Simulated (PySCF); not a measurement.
Polarisability and C₆ of Sc³⁺ (scandium, charge +3)

[Ar], closed-shell 1S. Calculation: PySCF 2.14, in x2c-TZVPPall with one added diffuse shell each of s, p, d, f type (7s6p5d3f1g, 80 functions); the spin-free X2C one-electron Hamiltonian (Gaussian nucleus). Coupled (time-dependent) response in atomic units; α is the mean over directions.

| method | mean α (bohr³) | C₆ (like pair) | S(−4) |
| --- | --- | --- | --- |
| UHF | 2.111 | 5.418 | 0.8348 |
| PBE | 2.132 | 5.482 | 0.8587 |
| PBE0 | 2.120 | 5.443 | 0.8467 |
| PW91 | 2.128 | 5.461 | 0.8572 |
| r2SCAN0 | 2.111 | 5.510 | 0.8096 |

S(−4) is the Cauchy moment in α(ω) = α(0) + S(−4) ω² + …

α(iu) at PBE:

```json
{"u (hartree)": "0", "α(iu) (bohr³)": "2.132"}
{"u (hartree)": "0.0500", "α(iu) (bohr³)": "2.130"}
{"u (hartree)": "0.100", "α(iu) (bohr³)": "2.123"}
{"u (hartree)": "0.200", "α(iu) (bohr³)": "2.098"}
{"u (hartree)": "0.300", "α(iu) (bohr³)": "2.057"}
{"u (hartree)": "0.500", "α(iu) (bohr³)": "1.937"}
{"u (hartree)": "0.750", "α(iu) (bohr³)": "1.740"}
{"u (hartree)": "1.00", "α(iu) (bohr³)": "1.525"}
{"u (hartree)": "1.50", "α(iu) (bohr³)": "1.132"}
{"u (hartree)": "2.00", "α(iu) (bohr³)": "0.8367"}
{"u (hartree)": "3.00", "α(iu) (bohr³)": "0.4857"}
{"u (hartree)": "5.00", "α(iu) (bohr³)": "0.2135"}
```

For an ion, C₆ is the dispersion term alone; charge-induced terms of lower order in 1/R come first.
